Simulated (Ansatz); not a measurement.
Job for Ansatz (a first-principles code): U-PBE/def2-TZVPP on ZrAs, 2S+1 = 4, a spin state set in the input, which need not be the lowest, a point of a bond scan (R = 2.440 Å). Elements past Kr take the def2 small-core potentials; no spin–orbit coupling.

Ansatz 0.2 input:
```yaml
crystal:
  periodic: [false, false, false]
  atoms:
    - {symbol: Zr, position_ang: [0.00000000, 0.00000000, 0.00000000]}
    - {symbol: As, position_ang: [0.00000000, 0.00000000, 2.43998700]}
basis:
  gaussian:
    orbitals: def2-TZVPP
    pivot_positions_ang: [[0.00000000, 0.00000000, 0.00000000], [0.00000000, 0.00000000, 2.43998700]]
hamiltonian:
  xc: {name: PBE}
magnetization: {spin_polarized: true, initial_magnetization: 3}
output: {forces: true, orbitals: {seedname: ./end}}
```

It printed:

```
WARN ansatz: RAYON_NUM_THREADS=1 ignored (pool sized by the plan → 1); use --threads N
Functional definition: PBE
integrals: 0.03 GiB planned
685 factors; their error is unknown
mean field: 0.33 GiB planned
mean field evaluation 1: about -62107.1117 eV, gradient 2.1e1 eV
mean field evaluation 2: about -62101.1862 eV, gradient 3.5e1 eV
mean field evaluation 4: about -62109.5005 eV, gradient 7.2e0 eV
mean field evaluation 8: about -62109.8216 eV, gradient 8.0e-2 eV
mean field evaluation 16: about -62109.8175 eV, gradient 3.8e-4 eV
mean field evaluation 32: about -62109.8303 eV, gradient 2.6e-5 eV
mean field evaluation 64: about -62109.8303 eV, gradient 5.9e-6 eV
mean field evaluation 96: about -62109.5982 eV, gradient 4.9e0 eV
mean field evaluation 128: about -62109.3739 eV, gradient 5.2e-1 eV
mean field evaluation 160: about -62109.7582 eV, gradient 2.1e0 eV
mean field evaluation 192: about -62109.8234 eV, gradient 1.8e-2 eV
mean field -62109.83032340 eV, -2282.4941648300 hartree, gradient 9.7e-6 eV, S^2 3.762214; 10 other end points of the search recorded, 0 dependent functions left out
the calculation of the forces begins
reference -62109.83035948 eV, -2282.4941661559 hartree; 24, 21 occupied and 80, 83 virtual orbitals, 685 factors
Total energy: -62109.83035948 eV, -2282.4941661559 hartree
Atom 0 at     0.000000     0.000000     0.000000 Å, force    -0.000000     0.000000    -0.163452 eV/Å
Atom 1 at     0.000000     0.000000     2.439987 Å, force     0.000000    -0.000000     0.163452 eV/Å
Dipole moment:     0.000000    -0.000000    -0.864016 e Å
```

Self-consistency was reached.

Cost: around 50 core-seconds (rough).
